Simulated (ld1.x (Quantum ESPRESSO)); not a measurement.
**Reading a pseudo-wave (hydrogen)**

Columns: radius, all-electron u(r) and pseudo u(r) of the 1s shell (level -9.33 eV) of hydrogen in the configuration 1s0.75; Wu–Cohen, non-relativistic, TM scheme, ld1.x (Quantum ESPRESSO) 7.5.

```tsv
r (bohr)	all-electron	pseudo
0.035	0.0681	0.0601
0.070	0.1314	0.1195
0.105	0.1903	0.1775
0.140	0.2448	0.2334
0.175	0.2953	0.2867
0.210	0.3419	0.3366
0.245	0.3849	0.3830
0.280	0.4245	0.4253
0.315	0.4608	0.4637
0.350	0.4941	0.4980
0.385	0.5244	0.5286
0.420	0.5520	0.5558
0.455	0.5771	0.5801
0.490	0.5997	0.6018
0.525	0.6201	0.6213
0.560	0.6383	0.6389
0.595	0.6546	0.6547
0.630	0.6689	0.6689
0.665	0.6815	0.6815
0.700	0.6923	0.6923
0.735	0.7017	0.7017
0.770	0.7096	0.7096
0.805	0.7161	0.7161
0.840	0.7213	0.7213
0.875	0.7253	0.7253
0.910	0.7282	0.7282
```

Q: How many radial nodes do the two functions have?

A: The all-electron 1s function has n − l − 1 = 0; the pseudo-wave has 0.

Q: At about which radius was the pseudo-wave matched?

A: 0.70 bohr. The columns agree to 0.0005 from 0.59 bohr on; several derivatives are matched, so the curves merge somewhat inside the radius.

Q: Is the pseudo-wave norm-conserving?

A: Yes: the TM scheme keeps the norm inside the radius equal to the all-electron one, which fixes the energy derivative of the logarithmic derivative at the level.
